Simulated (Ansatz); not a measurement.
C₂H₇GaO₂ (`CO[CH2][GaH][OH]`), relaxed with RKS PBE0-D4/def2-TZVP in Ansatz from a PBE-D4/def2-SVP geometry. The force threshold is 0.005 eV/Å; the program also tests the step.

The species carries charge 0 and has multiplicity 1.

Start:

```xyz
12

C    -0.899   -0.378   -1.640
O     0.417    0.094   -1.543
C     1.009   -0.227   -0.299
Ga    0.183    0.753    1.245
O     0.496   -0.057    2.838
H    -1.545    0.019   -0.809
H    -1.323   -0.037   -2.604
H    -0.957   -1.494   -1.594
H     2.076    0.077   -0.353
H     0.996   -1.327   -0.098
H    -0.599    2.131    1.260
H     0.146    0.446    3.596
```

```json
{"step": "1", "energy (eV)": "-58648.9570", "largest force (eV/Å)": "0.753", "largest move (Å)": "0.000"}
{"step": "2", "energy (eV)": "-58648.9986", "largest force (eV/Å)": "0.199", "largest move (Å)": "0.028"}
{"step": "3", "energy (eV)": "-58649.0034", "largest force (eV/Å)": "0.061", "largest move (Å)": "0.036"}
{"step": "4 (rejected)", "energy (eV)": "-58649.0032", "largest force (eV/Å)": "0.102", "largest move (Å)": "0.035"}
{"step": "5", "energy (eV)": "-58649.0042", "largest force (eV/Å)": "0.020", "largest move (Å)": "0.017"}
{"step": "6", "energy (eV)": "-58649.0052", "largest force (eV/Å)": "0.049", "largest move (Å)": "0.064"}
{"step": "7", "energy (eV)": "-58649.0060", "largest force (eV/Å)": "0.051", "largest move (Å)": "0.072"}
{"step": "8", "energy (eV)": "-58649.0063", "largest force (eV/Å)": "0.071", "largest move (Å)": "0.042"}
{"step": "9", "energy (eV)": "-58649.0066", "largest force (eV/Å)": "0.034", "largest move (Å)": "0.031"}
{"step": "10", "energy (eV)": "-58649.0069", "largest force (eV/Å)": "0.023", "largest move (Å)": "0.012"}
{"step": "11", "energy (eV)": "-58649.0070", "largest force (eV/Å)": "0.024", "largest move (Å)": "0.025"}
{"step": "12 (rejected)", "energy (eV)": "-58649.0070", "largest force (eV/Å)": "0.022", "largest move (Å)": "0.028"}
{"step": "13", "energy (eV)": "-58649.0071", "largest force (eV/Å)": "0.004", "largest move (Å)": "0.013"}
```

End:

```xyz
12

C    -0.879   -0.343   -1.702
O     0.430    0.103   -1.509
C     0.939   -0.270   -0.249
Ga    0.133    0.704    1.287
O     0.699    0.078    2.871
H    -1.564    0.067   -0.941
H    -1.208   -0.003   -2.684
H    -0.944   -1.440   -1.661
H     2.008   -0.037   -0.256
H     0.858   -1.356   -0.092
H    -0.836    1.938    1.307
H     0.364    0.560    3.629
```

Run time 55 s (4 threads of an Arm Neoverse V1 on a shared host); peak host memory 0.62 GiB.
